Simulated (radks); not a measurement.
Charge is removed step by step from the 5d up level of the gadolinium ion Gd2+, starting from [Xe] 4f7 5d(up 1, down 0). Method: non-relativistic Kohn-Sham, PBEsol, spin-polarised, spherical densities, point nucleus; open shells are filled with parallel spins first (spin-orbit coupling, left out, can overturn this in heavy ions); relativity is left out, which matters for an element this heavy; computed with a radial shooting solver on a logarithmic mesh with Libxc functionals.

[
 {"removed (e)": "0", "E - E(0) (eV)": "0.000", "eigenvalue (eV)": "-16.218", "E minus straight line (eV)": "0.000"},
 {"removed (e)": "0.1", "E - E(0) (eV)": "1.667", "eigenvalue (eV)": "-17.123", "E minus straight line (eV)": "-0.422"},
 {"removed (e)": "0.2", "E - E(0) (eV)": "3.425", "eigenvalue (eV)": "-18.039", "E minus straight line (eV)": "-0.753"},
 {"removed (e)": "0.3", "E - E(0) (eV)": "5.275", "eigenvalue (eV)": "-18.966", "E minus straight line (eV)": "-0.992"},
 {"removed (e)": "0.4", "E - E(0) (eV)": "7.219", "eigenvalue (eV)": "-19.904", "E minus straight line (eV)": "-1.138"},
 {"removed (e)": "0.5", "E - E(0) (eV)": "9.256", "eigenvalue (eV)": "-20.851", "E minus straight line (eV)": "-1.189"},
 {"removed (e)": "0.6", "E - E(0) (eV)": "11.389", "eigenvalue (eV)": "-21.808", "E minus straight line (eV)": "-1.145"},
 {"removed (e)": "0.7", "E - E(0) (eV)": "13.618", "eigenvalue (eV)": "-22.775", "E minus straight line (eV)": "-1.005"},
 {"removed (e)": "0.8", "E - E(0) (eV)": "15.944", "eigenvalue (eV)": "-23.749", "E minus straight line (eV)": "-0.768"},
 {"removed (e)": "0.9", "E - E(0) (eV)": "18.368", "eigenvalue (eV)": "-24.731", "E minus straight line (eV)": "-0.433"},
 {"removed (e)": "1", "E - E(0) (eV)": "20.891", "eigenvalue (eV)": "-25.719", "E minus straight line (eV)": "0.000"}
]

Removing the whole electron costs 20.891 eV by Delta-SCF, against 16.218 eV from minus the eigenvalue at the starting occupation. Slater's transition state (half an electron removed) gives 20.851 eV. Integrating minus the eigenvalue over the occupation (Janak's theorem) gives 20.891 eV. The mean slope of the eigenvalue, de/dn, is 9.50 eV per electron. Ionisation energy of Gd2+ in the NIST Atomic Spectra Database: 20.54 eV (semi-empirical).
